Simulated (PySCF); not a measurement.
Coordinates in bohr (charge 0 multiplicity 1):
```
Ag   -0.0388    0.0000    0.0000
H     3.6075   -0.7296    0.0000
H     3.6075    0.7296    0.0000
H    -3.1027    0.0000    0.0000
```

All numbers come from PBE0 in PySCF with Ag def2-TZVP with ECP28, H def2-TZVP; scalar-relativistic core potentials, no spin–orbit coupling; density-fitted integrals.

This geometry of AgH₃ is a stationary point at this level.

Problem. What is the point group?

Solution. C2v.

Problem. Is it a minimum?

Solution. Yes: all harmonic wavenumbers are real.

Problem. List the harmonic modes with their infrared intensities.

Solution. 
```csv
symmetry,ω (cm⁻¹),IR (km/mol)
b2,375,84.5
b1,419,71.7
a1,590,0.4
b2,916,3.8
a1,1841,70.4
a1,4024,12.2
```

Problem. What is the atomisation energy, with and without zero-point energy?

Solution. 682 kJ/mol without, 633 kJ/mol with.

In C2v the vibrations span 2b2 + b1 + 3a1. Here b1 is antisymmetric to the molecular plane and b2 lies in it.

Stability towards spin polarisation was not tested. This need not be the most stable arrangement of these atoms.
